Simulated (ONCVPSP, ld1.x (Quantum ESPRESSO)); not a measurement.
Potentials for S (Z = 16) compared

Generated with ld1.x 7.5 (TM, RRKJ, ultrasoft, PAW), atompaw 4.2 or ONCVPSP 4.0.1. The cutoff is in Ry: for ld1.x and atompaw files where the sum of valence levels is converged to 10 mRy in a Bessel basis, for ONCV files where the hardest occupied wave has 1 mHa per electron of residual kinetic energy. The error is the largest all-electron minus pseudo excitation energy over each file’s own four to seven test configurations (ionisations up to +4, promotions, holes and added fractions of an electron), all of which were solved. The labels leave out finer settings (local radius, basis sizes, second energies), which also bear on the numbers. Spin-polarised tests are not counted. The rows are a selection from randomly drawn settings: files with unsolved tests, undetermined cutoffs or missed reference levels are left out.

A true bound ghost makes a file unfit for plane-wave use even where its test errors are small: the radial tests pick states by their node count and pass the ghost by.

| potential | cutoff (Ry) | largest error (meV) | bound ghosts |
| --- | --- | --- | --- |
| ultrasoft, PBE, scalar-relativistic, rc 0.95/0.95 (sp), local smoothed, core correction yes, reference 2s2 2p6 3s2 3p2 | 140 | -523 | none |
| PAW, PBEsol, non-relativistic, rc 1.35/1.65 (sp), local smoothed, core correction yes, reference 3s2 3p2 | 21 | -53 | none |
| ONCV, PBEsol, scalar-relativistic, rc 0.85/0.65 (sp), local smoothed, core correction yes, reference 2s2 2p6 3s2 3p4, qcut 15.1/20.8, projectors 3/2 | 342 | +9.2 | none |

Problem. Fill in the row for S: PAW, Wu–Cohen, scalar-relativistic, rc 1.50/1.20/1.30 (spd), local smoothed, core correction yes, reference 3s1.5 3p4.5.

Solution. cutoff 30 Ry, largest error -98 meV, bound ghosts: none.

Problem. Fill in the row for S: ONCV, PBE, scalar-relativistic, rc 1.10/1.40/1.30 (spd), local smoothed, core correction yes, reference 3s2 3p2, qcut 5.9/7.1/7.1, projectors 2/2/2.

Solution. cutoff 154 Ry, largest error -23 meV, bound ghosts: s.

Problem. Fill in the row for S: ultrasoft, PBE, scalar-relativistic, rc 1.35/1.35 (sp), local smoothed, core correction no, reference 3s2 3p4.

Solution. cutoff 18 Ry, largest error +102 meV, bound ghosts: none.
